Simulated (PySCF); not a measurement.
CaCl, multiplicity 2. Atoms are numbered in the order given.

```xyz
2

Ca     0.0000     0.0000    -1.1247
Cl     0.0000     0.0000     1.3232
```
Charge 0, spin multiplicity 2.

Geometry: B3LYP-D3(BJ)/def2-TZVPD. The multiplicity is an assumed one; other spin states were not compared.

All values below come from M06-2X/def2-TZVPD run with PySCF.

Mulliken values depend strongly on the basis, most of all with diffuse functions as here. ESP charges are fitted to the potential on shells at 1.4 to 2.0 van der Waals radii. Atomic charges (e):

```tsv
atom	ESP fit	meta-Löwdin	Mulliken spin
Ca1	0.41	?	1.03
Cl2	-0.41	?	-0.03
```

Q: What belongs in the gaps? (The exact figures need the calculation; the answer reports its results.)

A: 
- Ca1, meta-Löwdin: 0.85
- Cl2, meta-Löwdin: -0.85
